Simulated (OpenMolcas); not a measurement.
Ir3+ (d6) among equal point charges was computed by CASSCF with the d shell active (OpenMolcas, ANO-RCC-VDZP on the metal). Its lowest spin-free states, and all those of the highest spin:

```csv
2S+1,Degeneracy,E (cm-1)
5,2,0.0
5,3,5762
3,3,13967
3,2,17803
3,3,18739
3,3,19130
3,1,21423
3,1,22017
1,2,23083
1,3,23370
3,3,23514
3,2,23630
```

Problem. Is the site octahedral, tetrahedral or cube-like, axial, or of lower symmetry?

Solution. The states with 2S+1 = 5 have orbital degeneracies 2, 3. Threefold states need a cubic site. For d6 at this spin an octahedron puts the threefold T2 below the twofold E and a tetrahedron or cube puts the twofold E below the threefold T2, so the site is a tetrahedron or a cube, which this pattern cannot tell apart. The first gap at this spin, 5760 cm-1, is |10Dq| in ligand-field theory. The run had Ir3+ among 4 point charges of -1.5 e arranged as a tetrahedron (Td), 1.71 Å from the ion.

An orbital doublet at a regular site is open to a Jahn-Teller distortion, which this geometry leaves out. Without dynamic correlation the repulsion within the d shell is too large (B by tens of per cent), so at a given field states of lower spin stand too high. Point charges give a weaker field than real ligands, and real ions of this kind are as a rule low spin; the high spin found here belongs to the model. This is an electrostatic model: the charges have no orbitals. No measured value stands beside these numbers.
